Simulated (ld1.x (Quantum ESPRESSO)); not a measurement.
# O (Z = 8), TM: configuration errors across variants

| Property | Result |
| --- | --- |
| Element | O (Z = 8) |
| Generator | ld1.x (Quantum ESPRESSO) 7.5 |
| Type | norm-conserving Troullier–Martins (Kleinman–Bylander form) |
| Functional | PBE |
| Relativity | scalar-relativistic |
| Frozen core | [He] |
| Valence charge | 6 |
| Reference configuration | 2s2 2p4 |
| Partial waves | 2s (bound): rc 0.85 bohr; 2p (bound): rc 1.45 bohr; 3d channel at 0.15 Ry: rc 1.35 bohr |
| Local potential | all-electron potential smoothed inside 0.65 bohr (lloc = -1) |
| Core correction | none |

All-electron excitation energies from the reference (eV): (1) 2s2 2p3 16.431; (2) 2s2 2p2 50.017; (3) 2s2 2p1 103.886; (4) 2s2 2p0 180.791; (5) 2s0 2p6 29.937; (6) 2s1 2p4 31.659; (7) 2s2 2p3.5 6.286.

2 further variants failed, have other tests or another functional or relativity, and are left out.

Errors AE − PS in meV (a dash: test not solved or not reliable):

```csv
change,(1),(2),(3),(4),(5),(6),(7),bound ghosts
base,+13,+146,+677,+2149,+36,-32,+1.4,none
"all radii scaled by about 0.85 (s 0.72, p 1.24, d 1.14 bohr); local potential all-electron potential smoothed inside 0.56 bohr (lloc = -1)",+6.2,+78,+387,+1332,+37,-12,+0.5,none
local potential all-electron potential smoothed inside 0.95 bohr (lloc = -2),+12,+137,+651,+2091,+36,-33,+1.1,none
wave 2s (bound): rc 0.85 bohr becomes 2s (bound): rc 1.20 bohr,+18,+183,+804,+2445,+100,-27,+2.3,none
wave 2p (bound): rc 1.45 bohr becomes 2p (bound): rc 1.24 bohr,+6.5,+80,+397,+1361,+40,-12,+0.5,none
core correction a·sin(br)/r model core inside 0.42 bohr,+14,+150,+686,+2145,+41,-31,+1.5,none
wave 3d channel at 0.15 Ry: rc 1.35 bohr becomes 3d channel at 0.15 Ry: rc 1.88 bohr,+13,+146,+677,+2149,+36,-32,+1.4,none
local potential all-electron potential smoothed inside 0.62 bohr (lloc = -1),+13,+146,+678,+2151,+36,-32,+1.4,none
```

Q: Give the same row for: type PAW; waves now 2s (bound): rcut 0.75, rcutus 0.85 bohr; 2s channel at 1.95 Ry: rcut 0.75, rcutus 0.85 bohr; 2p (bound): rcut 1.25, rcutus 1.45 bohr; 2p channel at 1.45 Ry: rcut 1.25, rcutus 1.45 bohr; 3d channel at 0.15 Ry: rcut 1.15, rcutus 1.35 bohr; local potential all-electron potential smoothed inside 0.85 bohr (lloc = -2); core correction a·sin(br)/r model core, default radius (ld1.x builds one for every PAW set, though the input has nlcc=.false.); augmentation BESSEL, radius 0.65 bohr.

A: -0.8, -3.8, -15, –, –, –, –; bound ghosts: none.
